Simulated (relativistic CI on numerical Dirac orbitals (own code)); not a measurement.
# Al XIII: sensitivity of the levels to the model

Base calculation: Dirac-Coulomb-Breit CI, KLI orbitals optimised for each configuration, model QED.

CI space: 1s, 2s, 2p, 3s, 3p, 3d, 4s, 4p, 4d, 4f, 5s, 5p, 5d, 5f, 5g, 6s, 6p, 6d. Levels of other configurations are missing.

Variants: (1) QED terms removed; (2) non-relativistic limit. Shifts of the energy above 1s ²S1/2, in eV, for the lowest level and the first level of each name with at least 55 % of one term (blank where a level changes its place among those of its configuration and J or its character, or is not in the variant):

```
    Level     Base   Δ(1)   Δ(2)
 1s ²S1/2     0.00   0.00   0.00
2p ²P°1/2  1727.69  +0.37  -3.20
 2s ²S1/2  1727.74  +0.32  -3.25
2p ²P°3/2  1728.99  +0.37  -4.50
3p ²P°1/2  2048.08  +0.37  -4.25
 3s ²S1/2  2048.10  +0.36  -4.26
 3d ²D3/2  2048.47  +0.37  -4.63
3p ²P°3/2  2048.47  +0.37  -4.64
 3d ²D5/2  2048.60  +0.37  -4.76
4p ²P°1/2  2160.17  +0.37  -4.56
 4s ²S1/2  2160.18  +0.36  -4.57
 4d ²D3/2  2160.33  +0.37  -4.73
4p ²P°3/2  2160.33  +0.37  -4.73
4f ²F°5/2  2160.39  +0.37  -4.78
 4d ²D5/2  2160.39  +0.37  -4.78
4f ²F°7/2  2160.41  +0.37  -4.81
5p ²P°1/2  2212.03  +0.37  -4.69
 5s ²S1/2  2212.03  +0.37  -4.69
 5d ²D3/2  2212.11  +0.37  -4.77
5p ²P°3/2  2212.11  +0.37  -4.77
5f ²F°5/2  2212.14  +0.37  -4.80
 5d ²D5/2  2212.14  +0.37  -4.80
```
